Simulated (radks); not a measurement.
Q: The table gives one normalised radial function P(r) = r R(r) (large component) of Rb26+ in [Ne] 3s1 (r in bohr). Calculated with a radial shooting solver on a logarithmic mesh with Libxc functionals: Dirac Kohn-Sham, BLYP, spin-unpolarised, spherical densities, finite nucleus; Fermi nuclear charge, rms radius 4.2036 fm.

r          P
0.003283  1.3943
0.003642  1.5208
0.004074  1.6671
0.004557  1.8241
0.005097  1.9916
0.005656  2.1564
0.006326  2.3432
0.007075  2.5387
0.007851  2.7269
0.008781  2.9349
0.009822  3.1459
0.01099   3.3569
0.01219   3.5494
0.01363   3.7486
0.01525   3.9343
0.01692   4.0893
0.01893   4.2313
0.02117   4.3404
0.02368   4.4094
0.02628   4.4315
0.02939   4.4043
0.03287   4.3191
0.03648   4.1854
0.0408    3.9819
0.04563   3.7193
0.05104   3.4032
0.05664   3.0704
0.06335   2.6817
0.07085   2.2769
0.07862   1.9017
0.08794   1.5145
0.09836   1.1601
0.11      0.8508
0.1221    0.6110
0.1365    0.4061
0.1527    0.2543
0.1695    0.1551
0.1895    0.0848
0.212     0.0427
0.2371    0.0196
0.2631    0.0087
0.2943    0.0032
0.3292    0.0011
0.3653    0.0003
0.4086    0.0001
0.457     0.0000
0.5111    0.0000
0.5672    0.0000
0.6344    0.0000
0.7096    0.0000
0.7873    0.0000
0.8806    0.0000
0.985     0.0000
1.102     0.0000
1.222     0.0000
1.367     0.0000

Which n and l does it have? It may be an empty orbital.

A: n = 1, l = 0: the number of nodes gives n - l - 1 = 0, the rise at small r points to l (this Dirac orbital starts outside the nucleus as r^gamma with gamma = sqrt((l + 1)^2 - (Z/c)^2) = 0.96; the j = 1/2 orbital of l + 1 starts with the same power, but with a smaller coefficient, and then steepens), and the extent must fit the shell. The curve is that of 1s1/2. 1s1/2: eigenvalue -16316.8 eV, 0 radial nodes, <r> = 0.0403 bohr, 90 % of the charge inside 0.0720 bohr.
